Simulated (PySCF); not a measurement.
**Electronic structure of Cu⁺ (copper, charge +1) at the M06-L level**

Configuration: [Ar] 3d10, closed-shell 1S. All numbers are calculated (PySCF 2.14, scalar relativity by spin-free X2C-1e, in x2c-SVPall (5s3p3d1f, 36 functions)).

```
Total energy                        : -1654.086 hartree
One-electron energy                 : -2295.699 hartree
Hartree (Coulomb) energy            : 709.401 hartree
Exchange-correlation energy         : -67.788 hartree
⟨S²⟩                                : 0.0000
⟨L²⟩                                : 0.000
Sum of ⟨r⟩                          : 17.79 bohr
Sum of ⟨r²⟩                         : 19.35 bohr²
Langevin diamagnetic susceptibility : -15.3 ×10⁻⁶ cm³/mol
Time after the integrals            : 1.3 s of wall time on 1 thread of Neoverse-V1 (shared host)
```

```tsv
shell	electrons	mean orbital energy (hartree)	rms radius, mean of both spins (bohr)
1s	2	-326.19095	0.0602
2s	2	-39.81966	0.254
2p	6	-34.31740	0.228
3s	2	-4.72093	0.765
3p	6	-3.07761	0.818
3d	10	-0.50312	1.17
```

Densities and radii are taken from the X2C orbitals without a picture-change correction, which distorts them close to the nucleus.
